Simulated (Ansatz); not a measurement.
`B[Si]1(O)CN1` + `[OH][GaH2]` → `B[O][GaH2]` + `O[SiH]1CN1` at 500 K and 1 bar (cleavage of the B–Si bond).

Gas-phase electronic energies from Ansatz, PBE0-D4/def2-TZVP geometries. CCSD(T)/CBS adds triple-zeta CCSD(T) − MP2 to the extrapolated MP2 energy (def2 sets, frozen cores). For Ga outer-core shells are correlated without core-valence functions, which leaves a few kJ/mol of doubt a bond. Scalar relativity is left out up to krypton. One conformer a species, not always the lowest.

| species | CCSD(T)/CBS energy (Eh) | H − E (kJ/mol) | S (J/(mol·K)) |
| --- | --- | --- | --- |
| `B[Si]1(O)CN1` | -485.39382 | 251.5 | 411.2 |
| `[OH][GaH2]` | -2000.92981 | 96.0 | 296.8 |
| `B[O][GaH2]` | -2026.35181 | 135.2 | 360.8 |
| `O[SiH]1CN1` | -460.03264 | 208.9 | 350.0 |

H − E and S are ideal-gas, rigid-rotor, harmonic terms from PBE0-D4/def2-TZVP, for one conformer and one mirror image of each species. 1 Eh = 2625.50 kJ/mol, R = 8.31446 J/(mol·K).

Task: By hand: ΔE, ΔH, ΔS and ΔG.

Result: ΔE = (-2026.35181) + (-460.03264) − (-485.39382) − (-2000.92981) = -0.06082 Eh = -159.7 kJ/mol. Δ(H − E) = 135.2 + 208.9 − 251.5 − 96.0 = -3.4, so ΔH = -163.1 kJ/mol. ΔS = 360.8 + 350.0 − 411.2 − 296.8 = 2.8 J/(mol·K). ΔG = -163.1 − 500 × (2.8)/1000 = -164.5 kJ/mol.

Task: By hand: the equilibrium constant, and the temperature at which ΔG would vanish if ΔH and ΔS stayed fixed.

Result: log₁₀ K = −ΔG/(RT ln 10) = 17.2. ΔH and −TΔS have one sign here, so there is no such temperature. One of them is within its doubt of zero, so this could turn.

The number of gas molecules stays the same, so ΔS is small and ΔH decides. A doubt of 5 kJ/mol in ΔE shifts log₁₀ K by 0.5 here. Other conformers and mirror images would add mixing entropy, several J/(mol·K) or more a flexible species. These are equilibria of isolated gas molecules and say nothing of rates. Largest T1 diagnostic: 0.016 (customary marks: 0.02 for closed shells, 0.045 for open ones).
